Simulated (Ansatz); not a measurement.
Reactions of CF3NSi (`N#C[Si](F)(F)F`).

Program: Ansatz. Geometries: PBE0-D4/def2-TZVP. ΔE: electronic, gas phase. CCSD(T)/CBS is the MP2 limit (def2-TZVPP, def2-QZVPP) plus CCSD(T) − MP2 in def2-TZVPP, frozen cores. This one scheme is used for every species. DFT in def2-TZVPP. Elements past krypton have def2 core potentials. For Sn outer-core shells are correlated without core-valence functions, which leaves a few kJ/mol of doubt a bond. Each species was taken in one conformer, which may not be the lowest.

```csv
reaction,CCSD(T)/CBS(def2) (eV)
`N#C[Si](F)(F)F` + `C[SiH](C)[SiH2]Cl` → `N#C[Si](F)(F)Cl` + `C[SiH](C)[SiH2]F`,0.30
`N#C[Si](F)(F)F` + `C#[C][SnH3]` → `C#C[Si](F)(F)F` + `N#[C][SnH3]`,-0.30
`N#C[Si](F)(F)F` + `O[SiH](O)O` → `O[SiH](O)O[Si](F)(F)F` + `C#N`,?
`N#C[Si](F)(F)F` + `O[SiH3]` → `N#CO[SiH3]` + `F[SiH](F)F`,1.09
```

Problem. Fill in the missing values. (An estimate is asked.)

Solution. Computed: `N#C[Si](F)(F)F` + `O[SiH](O)O` → `O[SiH](O)O[Si](F)(F)F` + `C#N`: -1.17 eV.

Largest T1 diagnostic: 0.014, for `N#[C][SnH3]`.
